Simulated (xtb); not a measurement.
xtb input (GFN1-xTB):

```bash
xtb mol.xyz --gfn 1 --opt tight --chrg 0 --uhf 0
```
mol.xyz:
```
12

C      2.47236508    -0.14018039     0.40710994
Si     0.96685661    -0.01179819    -0.67946841
O     -0.37662703     0.00455399     0.26549426
Si    -2.00747352     0.07862936     0.35548872
H      2.44759018    -1.05598543     1.00071863
H      2.53272380     0.70836428     1.09122449
H      3.38132109    -0.15293283    -0.19929234
H      1.00768843     1.23410107    -1.48505740
H      0.89182632    -1.16708027    -1.60823081
H     -2.39863184     0.02440098     1.78057366
H     -2.49948826     1.34191038    -0.24371525
H     -2.61556717    -1.06376410    -0.36711915
```

Output:

```
           -------------------------------------------------
          |                Calculation Setup                |
           -------------------------------------------------

           -------------------------------------------------
          |                 G F N 1 - x T B                 |
           -------------------------------------------------

        Reference                      10.1021/acs.jctc.7b00118
      * Hamiltonian:
        H0-scaling (s, p, d)           1.850000    2.250000    2.000000
        zeta-weighting                 0.000000
      * Dispersion:
        s8                             2.400000
        a1                             0.630000
        a2                             5.000000
        s9                             0.000000
      * Repulsion:
        kExp                           1.500000
        rExp                           1.000000
      * Coulomb:
        alpha                          2.000000
        third order                    atomic
        anisotropic                    false
      * Halogen bond correction:
        rad-scale                      1.300000
        damping                        0.440000

          ...................................................
          :                      SETUP                      :
          :.................................................:
          :  # basis functions                  44          :
          :  # atomic orbitals                  42          :
          :  # shells                           26          :
          :  # electrons                        26          :
          :  # halogen bonds                     0          :
          :  max. iterations                   250          :
          :  Hamiltonian                  GFN1-xTB          :
          :  restarted?                      false          :
          :  GBSA solvation                  false          :
          :  PC potential                    false          :
          :  electronic temp.          300.0000000     K    :
          :  accuracy                    1.0000000          :
          :  -> integral cutoff          0.2500000E+02      :
          :  -> integral neglect         0.1000000E-07      :
          :  -> SCF convergence          0.1000000E-05 Eh   :
          :  -> wf. convergence          0.2000000E-04 e    :
          :  Broyden damping             0.4000000          :
          :  net charge                          0          :
          :  unpaired electrons                  0          :
          ...................................................

 iter      E             dE          RMSdq      gap      omega  full diag
   1    -15.1093567 -0.151094E+02  0.687E+00    6.92       0.0  T
   2    -15.1323681 -0.230113E-01  0.398E+00    6.81       1.0  T
   3    -15.1321606  0.207420E-03  0.580E-01    6.68       1.0  T
   4    -15.1335218 -0.136119E-02  0.216E-01    6.93       1.0  T
   5    -15.1341981 -0.676313E-03  0.370E-02    6.83       1.0  T
   6    -15.1342034 -0.525052E-05  0.179E-02    6.80       1.6  T
   7    -15.1342061 -0.275664E-05  0.327E-03    6.81       8.8  T
[...]
         9        2.0000           -0.5019013             -13.6574
        10        2.0000           -0.4565309             -12.4228
        11        2.0000           -0.4539821             -12.3535
        12        2.0000           -0.4471429             -12.1674
        13        2.0000           -0.4354642             -11.8496 (HOMO)
        14                         -0.1868055              -5.0832 (LUMO)
        15                         -0.1658252              -4.5123
        16                         -0.1589087              -4.3241
        17                         -0.1486251              -4.0443
        18                         -0.1480242              -4.0279
        19                         -0.1188080              -3.2329
        20                         -0.0986259              -2.6837
        21                         -0.0557099              -1.5159
        22                         -0.0552768              -1.5042
        23                         -0.0475295              -1.2933
        24                         -0.0448958              -1.2217
       ...                                ...                  ...
        42                          1.5566272              42.3580
      -------------------------------------------------------------
                  HL-Gap            0.2486587 Eh            6.7663 eV
             Fermi-level           -0.3111348 Eh           -8.4664 eV

  Mulliken/CM5 charges         n(s)   n(p)   n(d)
     1C    -0.18886 -0.29713   1.008  3.181  0.000
     2Si    0.37964  0.15538   1.188  1.673  0.760
     3O    -0.37274 -0.39635   1.639  4.734  0.000
     4Si    0.37631  0.11597   1.200  1.727  0.697
     5H     0.05116  0.10478   0.949  0.000  0.000
     6H     0.05116  0.10478   0.949  0.000  0.000
     7H     0.04133  0.09442   0.959  0.000  0.000
     8H    -0.06480  0.02684   1.065  0.000  0.000
     9H    -0.06480  0.02684   1.065  0.000  0.000
    10H    -0.07011  0.02084   1.070  0.000  0.000
    11H    -0.06915  0.02182   1.069  0.000  0.000
    12H    -0.06915  0.02182   1.069  0.000  0.000

Wiberg/Mayer (AO) data.
largest (>0.10) Wiberg bond orders for each atom

 ---------------------------------------------------------------------------
     #   Z sym  total        # sym  WBO       # sym  WBO       # sym  WBO
 ---------------------------------------------------------------------------
     1   6 C    3.951 --     2 Si   1.066     7 H    0.947     6 H    0.939
                             5 H    0.939
     2  14 Si   4.401 --     3 O    1.224     1 C    1.066     8 H    0.937
                             9 H    0.937
     3   8 O    2.562 --     4 Si   1.290     2 Si   1.224
     4  14 Si   4.215 --     3 O    1.290    12 H    0.944    11 H    0.944
                            10 H    0.944
     5   1 H    0.999 --     1 C    0.939
     6   1 H    0.999 --     1 C    0.939
     7   1 H    0.998 --     1 C    0.947
     8   1 H    0.992 --     2 Si   0.937
     9   1 H    0.992 --     2 Si   0.937
    10   1 H    0.991 --     4 Si   0.944
    11   1 H    0.991 --     4 Si   0.944
    12   1 H    0.991 --     4 Si   0.944
 ---------------------------------------------------------------------------

Topologies differ in total number of bonds
Writing topology from bond orders to xtbtopo.mol

 dipole moment from electron density (au)
     X       Y       Z
   0.3215  -0.0271   0.2265  total (Debye):    1.002

           -------------------------------------------------
          |                Geometry Summary                 |
           -------------------------------------------------

      molecular mass/u    :       92.2446642
   center of mass at/Å    :       -0.0415968       0.0089912      -0.1361504
  moments of inertia/u·Å² :        0.4345337E+02   0.2680557E+03   0.2968774E+03
rotational constants/cm⁻¹ :        0.3879476E+00   0.6288854E-01   0.5678314E-01

 * 11 selected distances

     #   Z          #   Z                                           value/Å
     1   6 C        2  14 Si                                      1.8992558 (max)
     2  14 Si       3   8 O                                       1.6647816
     3   8 O        4  14 Si                                      1.6516762
     1   6 C        5   1 H                                       1.0971113
     1   6 C        6   1 H                                       1.0971113
     1   6 C        7   1 H                                       1.0957285 (min)
     2  14 Si       8   1 H                                       1.4486690
     2  14 Si       9   1 H                                       1.4486690
Note: The following floating-point exceptions are signalling: IEEE_DENORMAL
normal termination of xtb
     4  14 Si      10   1 H                                       1.4480941
     4  14 Si      11   1 H                                       1.4479392
     4  14 Si      12   1 H                                       1.4479392

 * 4 distinct bonds (by element types)

   Z      Z             #   av. dist./Å        max./Å        min./Å
   1 H    6 C           3     1.0966503     1.0971113     1.0957285
   1 H   14 Si          5     1.4482621     1.4486690     1.4479392
   6 C   14 Si          1     1.8992558     1.8992558     1.8992558
   8 O   14 Si          2     1.6582289     1.6647816     1.6516762

optimized geometry written to: xtbopt.xyz

           -------------------------------------------------
          | TOTAL ENERGY              -15.015143209790 Eh   |
          | GRADIENT NORM               0.000128647614 Eh/α |
          | HOMO-LUMO GAP               6.766347541079 eV   |
           -------------------------------------------------

------------------------------------------------------------------------
------------------------------------------------------------------------
 total:
 SCF:
 ANC optimizer:
```
